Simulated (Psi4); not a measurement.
niobium atom (Nb), sextet (core potentials on Nb); Psi4 1.11 with B97M-V/def2-TZVP.

Psi4 was given this input:
```
memory 2 GB

molecule {
0 6
Nb    0.00000000    0.00000000    0.00000000
}

set {
  basis def2-tzvp
  reference uks
}

energy('b97m-v')
print_variables()
```

Q: What does Psi4 print? Leave out banner, timings and long lists.

A: 
```
   => Loading Basis Set <=

    Name: DEF2-TZVP
    Role: ORBITAL
    Keyword: BASIS

    !!!  WARNING: ECP capability is in beta. Please check occupations closely.  !!!

         ---------------------------------------------------------
                                   SCF
               by Justin Turney, Rob Parrish, Andy Simmonett
                          and Daniel G. A. Smith
                              UKS Reference
         ---------------------------------------------------------

  ==> Geometry <==

    Molecular point group: d2h
    Geometry (in Angstrom), charge = 0, multiplicity = 6:

       Center              X                  Y                   Z               Mass
    ------------   -----------------  -----------------  -----------------  -----------------
         NB           0.000000000000     0.000000000000     0.000000000000    92.906373000000

  Running in d2h symmetry.

  Rotational constants: A = ************  B = ************  C = ************ [cm^-1]
  Rotational constants: A = ************  B = ************  C = ************ [MHz]
  Nuclear repulsion =    0.000000000000000

  Charge       = 0
  Multiplicity = 6
  Electrons    = 13
  Nalpha       = 9
  Nbeta        = 4

  ==> Algorithm <==

  SCF Algorithm Type is DF.
  DIIS enabled.
  MOM disabled.
  Fractional occupation disabled.
  Guess Type is CORE.
  Energy threshold   = 1.00e-06
  Density threshold  = 1.00e-06
  Integral threshold = 1.00e-12

  ==> Primary Basis <==

  Basis Set: DEF2-TZVP
    Blend: DEF2-TZVP
    Number of shells: 14
    Number of basis functions: 40
    Number of Cartesian functions: 46
    Spherical Harmonics?: true
    Max angular momentum: 3

  Core potential: DEF2-TZVP
    Number of shells: 4
    Number of ECP primitives: 14
    Number of ECP core electrons: 28
    Max angular momentum: 3

  ==> DFT Potential <==

   => LibXC <=

    Version 7.1.2
    S. Lehtola, C. Steigemann, M. J. T. Oliveira, and M. A. L. Marques,  SoftwareX 7, 1–5 (2018) (10.1016/j.softx.2017.11.002)

   => Composite Functional: B97M-V <=

    B97M-V GGA Exchange-Correlation Functional

    N. Mardirossian and M. Head-Gordon,  J. Chem. Phys. 142, 074111 (2015) (10.1063/1.4907719)

    Deriv               =              1
    GGA                 =           TRUE
    Meta                =           TRUE

    Exchange Hybrid     =          FALSE
    MP2 Hybrid          =          FALSE

   => Exchange-Correlation Functionals <=

[...]
   @S   Observed:                2.500000000E+00

    Orbital Energies [Eh]
    ---------------------

    Alpha Occupied:

[...]
    Alpha Virtual:

[...]
      12Ag    78.982407

    Beta Occupied:

[...]
       1B1u   -1.237456

    Beta Virtual:

[...]
    Final Occupation by Irrep:
             Ag   B1g   B2g   B3g    Au   B1u   B2u   B3u
    DOCC [     1,    0,    0,    0,    0,    1,    1,    1 ]
    SOCC [     2,    1,    1,    1,    0,    0,    0,    0 ]
    NA   [     3,    1,    1,    1,    0,    1,    1,    1 ]
    NB   [     1,    0,    0,    0,    0,    1,    1,    1 ]

  @DF-UKS Final Energy:   -56.83718720480565

   => Energetics <=

    Nuclear Repulsion Energy =              0.0000000000000000
    One-Electron Energy =                 -96.3165553533135324
    Two-Electron Energy =                  46.3869075815795497
    DFT Exchange-Correlation Energy =      -6.9581070884515235
    Empirical Dispersion Energy =           0.0000000000000000
    VV10 Nonlocal Energy =                  0.0505676553798607
    Total Energy =                        -56.8371872048056517

  UHF NO Occupations:
  HONO-2 :    2 Ag 1.0000000
  HONO-1 :    1B1g 1.0000000
  HONO-0 :    3 Ag 1.0000000
  LUNO+0 :    2B2u 0.0001528
  LUNO+1 :    2B3u 0.0001528
  LUNO+2 :    2B1u 0.0000802
  LUNO+3 :    4 Ag 0.0000591

Computation Completed

Properties will be evaluated at   0.000000,   0.000000,   0.000000 [a0]

Properties computed using the SCF density matrix

 Multipole Moments:

 ------------------------------------------------------------------------------------
     Multipole            Electronic (a.u.)      Nuclear  (a.u.)        Total (a.u.)
 ------------------------------------------------------------------------------------

 L = 1.  Multiply by 2.5417464519 to convert [e a0] to [Debye]
 Dipole X            :          0.0000000            0.0000000            0.0000000
 Dipole Y            :          0.0000000            0.0000000            0.0000000
 Dipole Z            :          0.0000000            0.0000000            0.0000000
 Magnitude           :                                                    0.0000000

 ------------------------------------------------------------------------------------

  Variable Map:
  ----------------------------------------------------------------------------
[...]
  Array Variable Map:
  ----------------------------------------------------------------------------
[...]
[...]
```
